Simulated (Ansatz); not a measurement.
Basis-set extrapolation for C2H2F6O2Si, SMILES `FC(F)(F)O[SiH2]OC(F)(F)F` (PBE0-D4/def2-TZVP geometry, frozen core, Ansatz 0.2.0). Multiplicity 1, RHF reference.

|  | def2-TZVPP | def2-QZVPP |
| --- | --- | --- |
| HF | -1112.713654 | -1112.759065 |
| MP2 correlation | -2.363527 | -2.576922 |
| CCSD(T) correlation | -2.458267 | not run |

Energies in hartree. Use E(X) = E(∞) + A·exp(−7.88·√X) for Hartree–Fock and E(X) = E(∞) + B·X^(−2.97) for correlation, with X = 3 and 4, and add CCSD(T) minus MP2 of the smaller set to the MP2 limit.

Q: What is the CCSD(T) energy at the basis-set limit?

A: HF limit: -1112.759065 + (-0.045411) × 0.13774 = -1112.76532. MP2 limit: -2.576922 + (-0.213395) × 0.74074 = -2.73499. Higher-order term: -2.458267 − (-2.363527) = -0.09474. Total: -1115.59505 hartree, 265.5 kcal/mol below CCSD(T)/def2-TZVPP.
